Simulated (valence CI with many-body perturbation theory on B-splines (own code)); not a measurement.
E1 line list for Ge XXVII

Calculated by relativistic CI+MBPT: four valence electrons over a frozen Dirac-Fock core [He], radial functions for each j: 11 s, 11 p, 10 d, 8 f, 5 g, 2 h, with the one-electron correlation potential Σ1 (screened to all orders), the two-electron term Σ2, the three-electron term Σ3, Breit, model QED; selected single and double excitations, second order for the rest, scaled by the run's own slope (own B-spline code, finite nucleus).

The last digits are not significant, and no measured levels were compared; by estimate large intervals hold to a few tenths of a per cent, small ones and those within an open d or f shell to about a per cent. Among the levels kept, up to 1100 cm⁻¹ of a level comes from second order outside the variational space, and about a tenth of that is noise between levels of different J, which matters for small intervals.

Lines 51 to 100 of 544 in falling wavelength, among levels below 137.49 Ry, chosen from the strongest by gf and those to the six lowest levels. Wavelengths and rates use the calculated energies. Electric multipoles are in the length gauge with retardation, E1 and E2 with the static RPA response of the core. Weak lines are less certain than strong ones. Lines between different terms over intervals too small for the method are left out, as are lines whose strength nearly cancels. Where a level lies close to another of its J and parity, the split of strength between their lines is uncertain. The highest levels of a list are the least certain.

Levels are named by their leading jj configuration (3d3/2^4 stands for four electrons in 3d with j = 3/2), which in mixed levels can hold well under half, so a name can repeat and another be missing. Letters in brackets count levels of one name in rising energy.

| λ vac (Å) | Upper | Lower | A (s⁻¹) | S (a.u.) with core polarisation | S without |
| --- | --- | --- | --- | --- | --- |
| 337.9 | (2s 2p1/2 2p3/2 3p3/2) J=1 [b] | (2s 2p1/2 2p3/2 3s) J=2 [b] | 2.36e+09 | 1.35e-01 | 1.35e-01 |
| 335.9 | (2s^2 2p1/2 3d5/2) J=2 | (2s^2 2p1/2 3p3/2) J=1 | 2.22e+09 | 2.08e-01 | 2.08e-01 |
| 334.5 | (2p1/2 2p3/2^2 3d3/2) J=2 | (2p1/2 2p3/2^2 3p1/2) J=2 [a] | 1.18e+09 | 1.09e-01 | 1.09e-01 |
| 334.3 | (2p1/2 2p3/2^2 3p3/2) J=4 | (2p1/2 2p3/2^2 3s) J=3 | 4.15e+09 | 6.88e-01 | 6.88e-01 |
| 333.2 | (2s 2p1/2 2p3/2 3d3/2) J=2 [a] | (2s 2p1/2 2p3/2 3p1/2) J=2 [a] | 1.17e+09 | 1.07e-01 | 1.07e-01 |
| 332.8 | (2s 2p3/2^2 3d5/2) J=2 [c] | (2s 2p3/2^2 3p3/2) J=1 [b] | 1.31e+09 | 1.19e-01 | 1.19e-01 |
| 332.4 | (2s 2p1/2 2p3/2 3d5/2) J=2 [d] | (2s 2p1/2 2p3/2 3p3/2) J=1 [d] | 1.33e+09 | 1.21e-01 | 1.21e-01 |
| 332.0 | (2s 2p1/2 2p3/2 3p3/2) J=3 [b] | (2s 2p1/2 2p3/2 3s) J=2 [b] | 2.26e+09 | 2.86e-01 | 2.86e-01 |
| 331.5 | (2s 2p3/2^2 3p3/2) J=3 [b] | (2s 2p3/2^2 3s) J=2 [c] | 2.58e+09 | 3.24e-01 | 3.24e-01 |
| 331.4 | (2s 2p3/2^2 3d5/2) J=3 [c] | (2s 2p3/2^2 3p3/2) J=2 [b] | 9.22e+08 | 1.16e-01 | 1.16e-01 |
| 329.2 | (2p1/2 2p3/2^2 3p3/2) J=3 [a] | (2p1/2 2p3/2^2 3s) J=2 [a] | 2.13e+09 | 2.63e-01 | 2.63e-01 |
| 328.2 | (2s^2 2p3/2 3d3/2) J=3 | (2s^2 2p3/2 3p3/2) J=3 | 8.06e+08 | 9.84e-02 | 9.83e-02 |
| 327.6 | (2s 2p1/2 2p3/2 3d5/2) J=4 [b] | (2s 2p1/2 2p3/2 3p3/2) J=3 [b] | 2.61e+09 | 4.08e-01 | 4.08e-01 |
| 326.2 | (2s 2p1/2 2p3/2 3d5/2) J=2 [a] | (2s 2p1/2 2p3/2 3p3/2) J=1 [a] | 1.91e+09 | 1.63e-01 | 1.63e-01 |
| 324.5 | (2s 2p1/2 2p3/2 3d3/2) J=4 | (2s 2p1/2 2p3/2 3p1/2) J=3 | 1.94e+09 | 2.94e-01 | 2.94e-01 |
| 324.0 | (2s^2 2p3/2 3d5/2) J=3 | (2s^2 2p3/2 3p3/2) J=2 | 2.45e+09 | 2.88e-01 | 2.88e-01 |
| 323.2 | (2s 2p1/2 2p3/2 3d3/2) J=2 [d] | (2s 2p1/2 2p3/2 3p1/2) J=1 [c] | 1.70e+09 | 1.42e-01 | 1.41e-01 |
| 323.1 | (2p1/2^2 2p3/2 3d3/2) J=2 | (2p1/2^2 2p3/2 3p1/2) J=2 | 1.48e+09 | 1.23e-01 | 1.23e-01 |
| 323.0 | (2s 2p1/2 2p3/2 3d3/2) J=3 [a] | (2s 2p1/2 2p3/2 3p1/2) J=2 [a] | 1.86e+09 | 2.17e-01 | 2.17e-01 |
| 322.7 | (2s 2p1/2 2p3/2 3p3/2) J=3 [c] | (2s 2p1/2 2p3/2 3s) J=2 [c] | 3.43e+09 | 3.99e-01 | 3.99e-01 |
| 321.2 | (2p1/2^2 2p3/2 3d3/2) J=3 | (2p1/2^2 2p3/2 3p1/2) J=2 | 2.26e+09 | 2.59e-01 | 2.59e-01 |
| 320.7 | (2s 2p3/2^2 3d5/2) J=3 [c] | (2s 2p3/2^2 3p1/2) J=2 [b] | 1.12e+09 | 1.28e-01 | 1.28e-01 |
| 319.1 | (2s 2p3/2^2 3p3/2) J=2 [b] | (2s 2p3/2^2 3s) J=1 [a] | 1.28e+09 | 1.02e-01 | 1.02e-01 |
| 316.1 | (2p1/2^2 2p3/2 3d3/2) J=2 | (2p1/2^2 2p3/2 3p1/2) J=1 | 1.33e+09 | 1.04e-01 | 1.04e-01 |
| 315.3 | (2s^2 2p3/2 3p3/2) J=3 | (2s^2 2p3/2 3s) J=2 | 3.50e+09 | 3.79e-01 | 3.79e-01 |
| 314.1 | (2p1/2 2p3/2^2 3d3/2) J=3 | (2p1/2 2p3/2^2 3p1/2) J=2 [a] | 2.63e+09 | 2.81e-01 | 2.81e-01 |
| 312.9 | (2s 2p1/2 2p3/2 3d5/2) J=3 [e] | (2s 2p3/2^2 3p1/2) J=2 [a] | 1.03e+09 | 1.09e-01 | 1.09e-01 |
| 309.9 | (2s 2p1/2 2p3/2 3p3/2) J=3 [a] | (2s 2p1/2 2p3/2 3s) J=2 [a] | 3.96e+09 | 4.07e-01 | 4.07e-01 |
| 309.5 | (2s 2p1/2 2p3/2 3p3/2) J=4 | (2s 2p1/2 2p3/2 3s) J=3 | 4.39e+09 | 5.79e-01 | 5.79e-01 |
| 309.3 | (2s^2 2p3/2 3d5/2) J=2 | (2s^2 2p3/2 3p3/2) J=1 | 1.82e+09 | 1.32e-01 | 1.33e-01 |
| 308.9 | (2s 2p1/2 2p3/2 3d5/2) J=1 [b] | (2s 2p1/2 2p3/2 3p3/2) J=1 [b] | 2.10e+09 | 9.17e-02 | 9.17e-02 |
| 308.4 | (2s^2 2p3/2 3d3/2) J=2 | (2s^2 2p3/2 3p1/2) J=1 | 1.54e+09 | 1.12e-01 | 1.12e-01 |
| 308.0 | (2s 2p1/2 2p3/2 3d5/2) J=3 [a] | (2s 2p1/2 2p3/2 3p1/2) J=3 | 1.11e+09 | 1.12e-01 | 1.12e-01 |
| 307.5 | (2s 2p3/2^2 3d3/2) J=2 [b] | (2s 2p3/2^2 3p1/2) J=1 [a] | 1.42e+09 | 1.02e-01 | 1.02e-01 |
| 307.5 | (2s 2p1/2 2p3/2 3d5/2) J=3 [b] | (2s 2p1/2 2p3/2 3p3/2) J=2 [a] | 1.25e+09 | 1.25e-01 | 1.25e-01 |
| 307.3 | (2s 2p1/2^2 3d3/2) J=2 | (2s 2p1/2^2 3p1/2) J=1 | 2.52e+09 | 1.80e-01 | 1.80e-01 |
| 306.8 | (2s 2p1/2 2p3/2 3d3/2) J=2 [c] | (2s 2p1/2 2p3/2 3p1/2) J=1 [b] | 1.61e+09 | 1.15e-01 | 1.15e-01 |
| 306.4 | (2s 2p3/2^2 3s) J=2 [a] | (2s 2p1/2^2 3p3/2) J=1 | 1.44e+09 | 1.02e-01 | 1.03e-01 |
| 306.4 | (2p1/2^2 2p3/2 3d3/2) J=1 | (2p1/2^2 2p3/2 3p1/2) J=1 | 2.40e+09 | 1.02e-01 | 1.02e-01 |
| 306.2 | (2s 2p1/2 2p3/2 3d5/2) J=2 [b] | (2s 2p1/2 2p3/2 3p3/2) J=2 [b] | 1.50e+09 | 1.06e-01 | 1.06e-01 |
| 306.1 | (2s^2 2p3/2 3d3/2) J=3 | (2s^2 2p3/2 3p1/2) J=2 | 2.07e+09 | 2.05e-01 | 2.05e-01 |
| 305.4 | (2s 2p1/2 2p3/2 3p3/2) J=2 [c] | (2s 2p1/2 2p3/2 3s) J=2 [c] | 1.40e+09 | 9.83e-02 | 9.83e-02 |
| 303.7 | (2s 2p3/2^2 3p3/2) J=4 | (2s 2p3/2^2 3s) J=3 | 4.66e+09 | 5.80e-01 | 5.80e-01 |
| 302.6 | (2p1/2 2p3/2^2 3d3/2) J=2 | (2p1/2 2p3/2^2 3p1/2) J=1 [a] | 1.58e+09 | 1.08e-01 | 1.08e-01 |
| 301.9 | (2s 2p1/2 2p3/2 3d3/2) J=3 [b] | (2s 2p1/2 2p3/2 3p1/2) J=2 [c] | 3.15e+09 | 2.99e-01 | 2.99e-01 |
| 301.0 | (2s 2p1/2 2p3/2 3d5/2) J=3 [c] | (2s 2p1/2 2p3/2 3p3/2) J=2 [b] | 2.38e+09 | 2.24e-01 | 2.24e-01 |
| 298.9 | (2s 2p3/2^2 3p3/2) J=3 [a] | (2s 2p3/2^2 3s) J=3 | 3.86e+09 | 3.56e-01 | 3.56e-01 |
| 297.8 | (2s 2p1/2 2p3/2 3d3/2) J=2 [a] | (2s 2p1/2 2p3/2 3p1/2) J=1 [a] | 1.52e+09 | 9.93e-02 | 9.93e-02 |
| 295.9 | (2s 2p1/2 2p3/2 3p3/2) J=1 [d] | (2s 2p1/2 2p3/2 3s) J=0 | 2.73e+09 | 1.05e-01 | 1.05e-01 |
| 295.9 | (2p1/2 2p3/2^2 3p1/2) J=2 [b] | (2p1/2 2p3/2^2 3s) J=3 | 3.64e+09 | 2.32e-01 | 2.33e-01 |
